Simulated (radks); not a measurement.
All-electron atom: Cd+ in [Kr] 4d10 5s1.

Calculated with a radial shooting solver on a logarithmic mesh with Libxc functionals: scalar-relativistic Kohn-Sham, PBE, spin-unpolarised, spherical densities, point nucleus.

Energy parts (eV):
total: -152229.014
kinetic: 158408.441
electron-nucleus: -367661.877
Hartree: 61217.443
exchange-correlation: -4193.021

Orbitals (lengths in bohr, moments of r in powers of bohr):
| orbital | occ. | eigenvalue (eV) | <r> | <1/r> |
|---|---|---|---|---|
| 1s | 2 | -26534.62 | 0.03040 | 50.64 |
| 2s | 2 | -3946.803 | 0.1317 | 11.52 |
| 2p | 6 | -3542.263 | 0.1149 | 11.11 |
| 3s | 2 | -742.7459 | 0.3583 | 4.063 |
| 3p | 6 | -610.0465 | 0.3571 | 3.869 |
| 3d | 10 | -402.4058 | 0.3347 | 3.642 |
| 4s | 2 | -114.7548 | 0.8794 | 1.571 |
| 4p | 6 | -75.8203 | 0.9603 | 1.415 |
| 4d | 10 | -20.5103 | 1.272 | 1.061 |
| 5s | 1 | -13.0582 | 2.650 | 0.4822 |

The highest occupied level is 5s at -13.058 eV. For comparison, the ionisation energy in NIST's Atomic Spectra Database is 16.908 eV (measured). In exact Kohn-Sham theory the highest level is minus the ionisation energy, but local and semilocal functionals leave it too shallow, through self-interaction and a potential that decays too fast; potentials with the right tail come closer. Summed over all electrons, <r^2> = 38.34 bohr^2, which gives a Langevin (diamagnetic) susceptibility term of -30.4 x 10^-6 cm^3/mol.

Beside tabulated values, note that spin-unpolarised runs miss the spin-polarisation part of the exchange energy of open shells.
